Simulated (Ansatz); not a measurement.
The same molecule with X = F, Cl, I. Ansatz, PBE0-D4/def2-TZVP geometries, multiplicity 1. Each molecule was computed in one conformer, which needn't be the lowest.

Elements past krypton have def2 core potentials.

```tsv
X	molecule	mean X–Si bond length / Å	HOMO energy (PBE/def2-TZVPP) / eV	HOMO–LUMO gap (ωB97M-V/def2-TZVPP) / eV	size of the dipole moment (ωB97M-V/def2-TZVPP) / D
F	`N[Si]1(F)CO1`	1.585	-6.02	11.65	2.94
I	`N[Si]1(I)CO1`	2.419	-5.95	10.89	2.69
```

Question: Give the row for X = Cl, `N[Si]1(Cl)CO1`. (Best estimate.)

Answer: Ansatz gave: 
```json
{"X": "Cl", "molecule": "`N[Si]1(Cl)CO1`", "mean X–Si bond length / Å": "2.034", "HOMO energy (PBE/def2-TZVPP) / eV": "-5.99", "HOMO–LUMO gap (ωB97M-V/def2-TZVPP) / eV": "11.59", "size of the dipole moment (ωB97M-V/def2-TZVPP) / D": "2.83"}
```

From F to I the mean X–Si bond length rises at each step, by 0.834 Å in all; the HOMO energy (PBE/def2-TZVPP) rises at each step, by 0.07 eV in all; the HOMO–LUMO gap (ωB97M-V/def2-TZVPP) falls at each step, by 0.76 eV in all. Bonds lengthen as the atom grows down the group. Dipoles are sizes alone, and their direction can turn along the series.

Spin–orbit coupling is left out; it splits and shifts lone-pair levels of the heavy atoms by tenths of an eV.
